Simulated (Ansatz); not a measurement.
Basis sets compared for [V(H2S)(H2O)5]2+ (VSO5H12²⁺). The state is a quartet with charge 2. Geometry r2SCAN-D4/def2-SVP. Ansatz on 4 threads of Arm Neoverse N1 on a shared host; times are rough, and most runs start from earlier orbitals.

```xyz
19

V     0.015   -0.031   -0.009
S     0.356    0.551    2.480
H     0.869    1.797    2.626
H    -0.823    0.853    3.075
O    -0.175   -0.666   -2.031
H    -0.876   -1.230   -2.395
H     0.466   -0.520   -2.744
O    -1.063    1.714   -0.577
H    -1.334    2.486   -0.055
H    -1.379    1.872   -1.481
O     1.087   -1.817    0.439
H     1.457   -2.084    1.297
H     1.298   -2.531   -0.184
O    -1.818   -1.047    0.356
H    -1.912   -1.929    0.749
H    -2.703   -0.650    0.366
O     1.840    0.890   -0.600
H     2.729    0.525   -0.460
H     1.966    1.818   -0.853
```

```csv
level,functions,energy (Eh),HOMO (eV),LUMO (eV),wall time
PBE-D4/def2-SVP,179,-1723.7720,-11.30,-9.26,9 s
PBE0-D4/def2-SVP,179,-1723.8570,-13.55,-7.77,13 s
```

**Question.** Estimate the rows for PBE-D4/def2-TZVP, PBE0-D4/def2-TZVP.

**Answer.** 
```csv
level,functions,energy (Eh),HOMO (eV),LUMO (eV),wall time
PBE-D4/def2-TZVP,309,-1724.5008,-11.65,-9.62,18 s
PBE0-D4/def2-TZVP,309,-1724.5729,-13.76,-7.95,40 s
```
